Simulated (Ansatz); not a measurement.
Reaction (hydrogenolysis of the In–N bond): `[NH2][In]([NH2])[OH]` + H₂ → `[NH2][InH][OH]` + NH₃

Calculated with Ansatz (gas phase, PBE0-D4/def2-TZVP geometries, no zero-point term in ΔE). CCSD(T)/CBS adds triple-zeta CCSD(T) − MP2 to the extrapolated MP2 energy (def2 sets, frozen cores). This one scheme is used for every species. Functionals use def2-TZVPP. Elements past krypton have def2 core potentials. For In outer-core shells are correlated without core-valence functions, which leaves a few kJ/mol of doubt a bond. One conformer a species, not always the lowest.

`[NH2][In]([NH2])[OH]`:

```xyz
9

N    -0.515   -0.306   -1.782
In    0.141    0.132    0.081
N     0.190   -1.108    1.667
O     1.154    1.823    0.354
H    -1.262   -0.983   -1.844
H    -0.757    0.489   -2.356
H    -0.598   -1.729    1.783
H     0.376   -0.650    2.549
H     1.271    2.331   -0.451
```

H₂:

Cartesian coordinates in Å:
```
H -0.093 0.214 -0.291
H 0.093 -0.214 0.291
```

`[NH2][InH][OH]`:

Cartesian coordinates in Å:
```
N -0.711 -0.056 1.335
In -0.179 0.290 -0.564
O 1.429 -0.819 -0.945
H -0.024 -0.468 1.948
H -1.282 0.603 1.840
H -0.952 1.224 -1.757
H 1.721 -0.774 -1.857
```

NH₃:

```xyz
4

N    -0.201    0.121   -0.156
H    -0.283   -0.888   -0.155
H     0.724    0.344   -0.500
H    -0.240    0.423    0.810
```

**Question.** Is it downhill or uphill in electronic energy at CCSD(T)/CBS, and by how much? (Estimate.)

**Answer.** Ansatz gave: Downhill: ΔE = -17.2 kJ/mol.

**Question.** What do these levels give: r2SCAN0-D4, r2SCAN, r2SCANh, HF/def2-SVP, MP2/def2-SVP, CCSD/def2-SVP, SCS-MP2/def2-TZVPP, CCSD/def2-TZVPP, HF/def2-QZVPP, MP2/def2-QZVPP, SCS-MP2/def2-QZVPP, CCSD/CBS(def2)? (Best estimate.)

**Answer.** The calculation gave: r2SCAN0-D4 -29.4, r2SCAN -25.2, r2SCANh -27.5, HF/def2-SVP -51.5, MP2/def2-SVP -21.0, CCSD/def2-SVP -32.4, SCS-MP2/def2-TZVPP -17.5, CCSD/def2-TZVPP -26.6, HF/def2-QZVPP -42.6, MP2/def2-QZVPP -11.2, SCS-MP2/def2-QZVPP -15.3, CCSD/CBS(def2) -22.3 kJ/mol.

Largest T1 diagnostic among the species: 0.016.

From BLYP to BHLYP (50 % exact exchange), in def2-TZVPP and without D4, ΔE moves by −9.1 kJ/mol. In def2-TZVPP, CCSD(T) changes the Hartree–Fock value by +21.2 kJ/mol (the triples alone add +5.1 kJ/mol) and MP2 by +29.0 kJ/mol.
